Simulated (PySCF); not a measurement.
C3H6FNSi, SMILES NC(F)=C=C[SiH3]. Atoms are numbered in the order given.

```xyz
12

N      2.4112     0.3158     0.4043
C      1.3476    -0.5392     0.1878
F      1.5356    -1.7204     0.7872
C      0.2376    -0.2945    -0.4814
C     -0.9114     0.0477    -1.0174
Si    -2.2429     0.9599    -0.0525
H      3.3126    -0.0897     0.1614
H      2.2881     1.2295    -0.0154
H     -1.1151    -0.2173    -2.0682
H     -1.7472     1.2419     1.3258
H     -2.5870     2.2476    -0.7342
H     -3.4917     0.1391     0.0165
```
Charge 0, spin multiplicity 1.

Coordinates come from a PBE0-D3(BJ)/def2-SVP optimisation. The structure was generated by enumeration; whether it is a known compound was not checked. Other conformers were not sampled.

All values below come from TDDFT-PBE/def2-SVPD (PySCF 2.14.0).

Vertical excitations. Isolated molecule, no solvent.

Task: Estimate the UV-visible absorptions. (An estimate is asked for; the answer gives what the named calculation found.)

Result: 
```json
[
 {"state": "S1", "energy (eV)": "3.45", "λ (nm)": "359", "f": "0.002", "main pairs": "HOMO→LUMO 100 %"},
 {"state": "S2", "energy (eV)": "4.72", "λ (nm)": "263", "f": "0.003", "main pairs": "HOMO→LUMO+1 81 %, HOMO→LUMO+2 19 %"},
 {"state": "S3", "energy (eV)": "5.32", "λ (nm)": "233", "f": "0.012", "main pairs": "HOMO→LUMO+3 92 %"},
 {"state": "S4", "energy (eV)": "5.39", "λ (nm)": "230", "f": "0.110", "main pairs": "HOMO→LUMO+2 48 %, HOMO→LUMO+5 20 %, HOMO→LUMO+1 11 %"},
 {"state": "S5", "energy (eV)": "5.65", "λ (nm)": "220", "f": "0.000", "main pairs": "HOMO→LUMO+4 94 %"},
 {"state": "S6", "energy (eV)": "5.83", "λ (nm)": "213", "f": "0.001", "main pairs": "HOMO→LUMO+6 93 %"},
 {"state": "S7", "energy (eV)": "5.97", "λ (nm)": "208", "f": "0.064", "main pairs": "HOMO−2→LUMO 34 %, HOMO−1→LUMO 32 %, HOMO→LUMO+5 28 %"},
 {"state": "S8", "energy (eV)": "6.38", "λ (nm)": "194", "f": "0.235", "main pairs": "HOMO→LUMO+7 29 %, HOMO→LUMO+5 24 %, HOMO−2→LUMO 17 %, HOMO→LUMO+2 11 %"},
 {"state": "S9", "energy (eV)": "6.46", "λ (nm)": "192", "f": "0.203", "main pairs": "HOMO−2→LUMO 30 %, HOMO−1→LUMO 24 %, HOMO−4→LUMO 16 %, HOMO−3→LUMO 16 %"},
 {"state": "S10", "energy (eV)": "6.48", "λ (nm)": "191", "f": "0.036", "main pairs": "HOMO−3→LUMO 83 %"},
 {"state": "T1", "energy (eV)": "3.00", "λ (nm)": "413", "f": "0", "main pairs": "HOMO→LUMO 100 %"},
 {"state": "T2", "energy (eV)": "4.14", "λ (nm)": "299", "f": "0", "main pairs": "HOMO→LUMO+2 42 %, HOMO→LUMO+1 29 %, HOMO−1→LUMO 23 %"},
 {"state": "T3", "energy (eV)": "4.31", "λ (nm)": "287", "f": "0", "main pairs": "HOMO−1→LUMO 72 %, HOMO→LUMO+2 13 %"},
 {"state": "T4", "energy (eV)": "4.63", "λ (nm)": "268", "f": "0", "main pairs": "HOMO→LUMO+1 59 %, HOMO→LUMO+2 40 %"}
]
```
Triplets are in the Tamm–Dancoff approximation, which puts them higher than full response would, so one can lie above its singlet here.
